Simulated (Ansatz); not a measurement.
Consider the formal loss of a carbene: `C[SiH2]BO[SiH3]` → `[SiH3]BO[SiH3]` + `[CH2]` (triplet).

Gas-phase electronic energies from Ansatz, PBE0-D4/def2-TZVP geometries. CCSD(T)/CBS is the MP2 limit (def2-TZVPP, def2-QZVPP) plus CCSD(T) − MP2 in def2-TZVPP, frozen cores. This one scheme is used for every species. Functionals use def2-TZVPP. B3LYP here is the variant with VWN-RPA as its local correlation; programs differ in this. Triplets are unrestricted, without spin–orbit coupling. One conformer a species, not always the lowest.

`C[SiH2]BO[SiH3]`:

```xyz
14

C     0.714   -1.483    2.290
Si   -0.626   -0.560    1.348
B     0.124    0.467   -0.237
O    -0.582    0.569   -1.384
Si   -0.270    1.352   -2.814
H     1.174   -2.251    1.663
H     0.306   -1.971    3.177
H     1.501   -0.796    2.612
H    -1.258    0.440    2.265
H    -1.702   -1.506    0.933
H     1.198    1.024   -0.176
H     1.046    2.036   -2.742
H    -0.270    0.340   -3.896
H    -1.355    2.337   -3.040
```

`[SiH3]BO[SiH3]`:

Cartesian coordinates in Å:
```
Si 1.523 1.078 -1.352
B 0.107 0.598 0.022
O -0.304 -0.678 0.167
Si -1.420 -1.382 1.177
H 2.023 -0.090 -2.127
H 2.684 1.724 -0.672
H 0.972 2.079 -2.311
H -0.386 1.449 0.726
H -2.446 -2.034 0.330
H -2.038 -0.348 2.045
H -0.715 -2.396 1.995
```

`[CH2]` (triplet):

```xyz
3

C    -0.082    0.065    0.255
H     0.891   -0.400    0.238
H    -0.810    0.335   -0.494
```

CCSD(T)/CBS gives +472.1 kJ/mol.

Task: Another level gave +463.4 kJ/mol. Which?
A. B3LYP-D4/def2-TZVPP
B. ωB97X-V/def2-TZVPP
C. r2SCAN-D4/def2-TZVPP
D. HF/def2-TZVPP

Result: A. B3LYP-D4 463.4, r2SCAN-D4 450.9, HF/def2-TZVPP 321.2, ωB97X-V 480.9 kJ/mol.

Largest T1 diagnostic among the species: 0.014.

The D4 term adds +9.4 kJ/mol with B3LYP and +5.2 kJ/mol with PBE0; it sums over pairs of atoms, weighted by their polarisabilities, and B3LYP, whose exchange is more repulsive, gets the larger term. From PBE to PBE0 (25 % exact exchange), in def2-TZVPP and without D4, ΔE moves by −7.2 kJ/mol. In def2-TZVPP, CCSD(T) changes the Hartree–Fock value by +138.1 kJ/mol (the triples alone add +11.2 kJ/mol) and MP2 by +153.0 kJ/mol.
